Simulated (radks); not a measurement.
The numbers below are computed, except where a source is named.
Effect of the nuclear size on the tellurium ion Te+, [Kr] 4d10 5s2 5p3. Code: a radial shooting solver on a logarithmic mesh with Libxc functionals. Model: Dirac Kohn-Sham, LDA (Slater exchange, Perdew-Wang correlation), spin-unpolarised, spherical densities, finite nucleus; open shells fill j = l - 1/2 first; Fermi nuclear charge, rms radius 4.7423 fm. The rms radius is varied about that value; shifts are against it.

| rms radius (fm) | total energy shift (eV) | density at nucleus (e/bohr^3) | 1s1/2 shift (meV) | 2s1/2 shift (meV) | 4p1/2 shift (meV) | 5s1/2 shift (meV) | 5p1/2 shift (meV) | 5p3/2 shift (meV) | 6s1/2 (empty) shift (meV) |
|---|---|---|---|---|---|---|---|---|---|
| 3.9598 | -1.61 | 2.339e+05 | -673 | -78.2 | 0.260 | -0.368 | 0.058 | 0.062 | -0.060 |
| 4.3345 | -0.867 | 2.304e+05 | -363 | -42.2 | 0.140 | -0.198 | 0.032 | 0.033 | -0.032 |
| 4.7423 | 0 | 2.27e+05 | 0.000 | 0.000 | 0.000 | 0.000 | 0.000 | 0.000 | 0.000 |
| 5.1454 | 0.921 | 2.24e+05 | 386 | 44.8 | -0.149 | 0.211 | -0.034 | -0.035 | 0.034 |
| 5.5864 | 2.00 | 2.209e+05 | 837 | 97.4 | -0.323 | 0.458 | -0.073 | -0.077 | 0.075 |

Slopes of the eigenvalues against <r^2> in GHz/fm^2, as finite differences over the two radii next to the reference (eigenvalue slopes, not the field-shift constants of lines): 1s1/2 23600, 2s1/2 2740, 4p1/2 -9.09, 5s1/2 12.9, 5p1/2 -2.05, 5p3/2 -2.16, 6s1/2 (empty) 2.10.
